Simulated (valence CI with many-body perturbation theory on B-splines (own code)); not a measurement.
Pt⁴⁶⁺: calculated level list

Method: valence CI with perturbative core correlation (CI+MBPT): four valence electrons over a frozen Dirac-Fock core [Ar] 3d10, a basis of 11 s, 11 p, 10 d, 8 f, 5 g, 2 h functions for each j, with the one-electron correlation potential Σ1, the two-electron term Σ2, the three-electron term Σ3, Breit, model QED; selected CI, second order for the rest, scaled by the run's own slope (own B-spline code, finite nucleus).

The last digits are not significant, and no measured levels were compared; by estimate large intervals hold to a few tenths of a per cent, small ones and those within an open d or f shell to about a per cent. Among the levels kept, up to 410 cm⁻¹ of a level comes from second order outside the variational space, and about a tenth of that is noise between levels of different J, which matters for small intervals.

Levels 91 to 135 of 187, with energies above the lowest level, (4s^2 4p1/2^2) J=0. "Leading %" is the weight of the configuration and term that name the level; weights of strongly mixed levels are sums over their largest components and can fall short. In the jj column 3d3/2^4 stands for four electrons in 3d with j = 3/2.

```csv
No.,Configuration,Term,J,E (eV),Leading %,g,Second component,Leading jj
91,4s2.4p.4f,1D,2,652.10,29,1.180,24 % 4s2.4p.4f 3D,4s^2 4p3/2 4f7/2 (54 %)
92,4s.4p2.4d,3D,2,657.45,20,1.342,17 % 4s.4p2.4d 5P,4s 4p3/2^2 4d3/2 (74 %)
93,4s.4p2.4d,5P,1,658.50,28,1.623,26 % 4s.4p2.4d 3P,4s 4p3/2^2 4d3/2 (82 %)
94,4s.4p2.4d,3D,3,660.28,19,1.305,17 % 4s.4p2.4d 5D,4s 4p3/2^2 4d3/2 (67 %)
95,4s2.4d2,1S,0,663.17,40,,35 % 4s.4p2.4d 3P,4s^2 4d5/2^2 (48 %)
96,4s2.4p.4f,1G,4,664.27,34,1.120,22 % 4s2.4d2 1G,4s 4p3/2^2 4d5/2 (29 %)
97,4s2.4d2,1D,2,664.56,30,1.096,23 % 4s2.4p.4f 1D,4s^2 4d5/2^2 (48 %)
98,4s.4p2.4d,3F,4,670.52,35,1.195,13 % 4s2.4p.4f 3F,4s 4p3/2^2 4d3/2 (65 %)
99,4p3.4d,3F°,4,670.95,45,1.246,24 % 4p3.4d 5D°,4p1/2^2 4p3/2 4d5/2 (92 %)
100,4s.4p2.4d,3D,1,673.02,42,0.939,18 % 4s.4p2.4d 3P,4s 4p3/2^2 4d3/2 (87 %)
101,4s.4p2.4d,5F,5,673.70,48,1.293,41 % 4s.4p2.4d 3G,4s 4p3/2^2 4d5/2 (88 %)
102,4p3.4d,3D°,2,675.27,34,1.249,21 % 4p3.4d 3P°,4p1/2^2 4p3/2 4d5/2 (90 %)
103,4s.4p2.4d,3P,0,677.95,68,,12 % 4s2.4d2 3P,4s 4p3/2^2 4d3/2 (71 %)
104,4s.4p2.4d,3F,4,680.40,22,1.235,19 % 4s2.4d2 3F,4s 4p3/2^2 4d5/2 (60 %)
105,4s.4p2.4d,3D,2,680.72,41,1.180,13 % 4s.4p2.4d 1D,4s 4p3/2^2 4d3/2 (78 %)
106,4s.4p.4d2,5G°,2,683.74,61,0.498,28 % 4s.4p.4d2 3F°,4s 4p1/2 4d3/2^2 (92 %)
107,4s.4p2.4d,3F,3,684.92,33,1.008,27 % 4s.4p2.4d 1F,4s 4p3/2^2 4d3/2 (77 %)
108,4s.4p2.4d,3D,1,685.24,61,0.801,13 % 4s.4p2.4d 3P,4s 4p3/2^2 4d3/2 (85 %)
109,4p3.4d,3D°,3,686.65,32,1.150,18 % 4p3.4d 1F°,4p1/2^2 4p3/2 4d5/2 (80 %)
110,4s.4p2.4d,3F,2,686.95,28,1.018,22 % 4s.4p2.4d 3D,4s 4p3/2^2 4d3/2 (84 %)
111,4s.4p2.4d,3P,1,688.97,36,1.439,27 % 4s.4p2.4d 1P,4s 4p3/2^2 4d5/2 (91 %)
112,4p3.4d,3D°,1,689.50,35,1.036,26 % 4p3.4d 3P°,4p1/2^2 4p3/2 4d5/2 (89 %)
113,4s.4p2.4d,3D,3,690.22,50,1.225,23 % 4s.4p2.4d 1F,4s 4p3/2^2 4d5/2 (86 %)
114,4s.4p2.4d,3P,0,690.95,30,,28 % 4s.4p2.4d 1S,4s 4p3/2^2 4d5/2 (45 %)
115,4s.4p.4d2,5G°,3,692.47,36,0.995,20 % 4s.4p.4d2 3F°,4s 4p1/2 4d3/2^2 (87 %)
116,4s.4p2.4d,3D,3,696.32,73,1.275,7 % 4s.4p2.4d 3F,4s 4p3/2^2 4d5/2 (96 %)
117,4s.4p2.4d,3F,4,700.58,58,1.170,19 % 4s.4p2.4d 1G,4s 4p3/2^2 4d5/2 (91 %)
118,4s.4p.4d2,5D°,0,701.85,58,,35 % 4s.4p.4d2 3P°,4s 4p1/2 4d3/2^2 (88 %)
119,4s.4p2.4d,1D,2,702.66,41,1.153,27 % 4s.4p2.4d 3D,4s 4p3/2^2 4d5/2 (84 %)
120,4s.4p2.4d,1D,2,706.83,32,1.187,15 % 4s.4p2.4d 3D,4s 4p3/2^2 4d5/2 (92 %)
121,4s.4p.4d2,5D°,1,707.94,32,1.300,15 % 4s.4p.4d2 3P°,4s 4p1/2 4d3/2^2 (86 %)
122,4s.4p.4d2,5F°,1,708.13,38,0.562,26 % 4s.4p.4d2 3D°,4s 4p1/2 4d3/2^2 (92 %)
123,4s.4p2.4d,3D,3,710.44,44,1.229,23 % 4s.4p2.4d 1F,4s 4p3/2^2 4d5/2 (86 %)
124,4s.4p.4d2,5F°,2,710.59,31,1.131,17 % 4s.4p.4d2 3D°,4s 4p1/2 4d3/2^2 (74 %)
125,4s.4p2.4d,3P,1,713.67,36,1.084,35 % 4s.4p2.4d 1P,4s 4p3/2^2 4d5/2 (92 %)
126,4s.4p.4d2,5G°,3,713.70,25,1.124,15 % 4s.4p.4d2 3D°,4s 4p1/2 4d3/2 4d5/2 (81 %)
127,4s.4p.4d2,5G°,4,714.88,34,1.099,12 % 4s.4p.4d2 3H°,4s 4p1/2 4d3/2 4d5/2 (82 %)
128,4s.4p.4d2,5D°,2,716.48,24,1.244,13 % 4s.4p.4d2 3D°,4s 4p1/2 4d3/2 4d5/2 (75 %)
129,4s.4p.4d2,5P°,1,718.29,41,1.876,29 % 4s.4p.4d2 5D°,4s 4p1/2 4d3/2 4d5/2 (94 %)
130,4s.4p.4d2,3H°,5,722.17,24,1.124,19 % 4s.4p.4d2 3G°,4s 4p1/2 4d3/2 4d5/2 (78 %)
131,4s.4p2.4d,1D,2,722.29,42,1.074,21 % 4s.4p2.4d 3P,4s 4p3/2^2 4d5/2 (88 %)
132,4s.4p.4d2,3H°,4,724.48,36,0.964,10 % 4s.4p.4d2 5G°,4s 4p1/2 4d3/2 4d5/2 (80 %)
133,4s.4p.4d2,3G°,3,727.18,37,1.030,9 % 4s.4p.4d2 3F°,4s 4p1/2 4d3/2 4d5/2 (80 %)
134,4s.4p.4d2,5D°,2,727.84,14,1.039,11 % 4s.4p.4d2 3F°,4s 4p1/2 4d3/2 4d5/2 (68 %)
135,4s.4p.4d2,3D°,1,730.07,33,0.902,9 % 4s.4p2.4f 5F°,4s 4p1/2 4d3/2 4d5/2 (59 %)
```

Where two levels of one J and parity lie close, their mixing, g and order are uncertain.
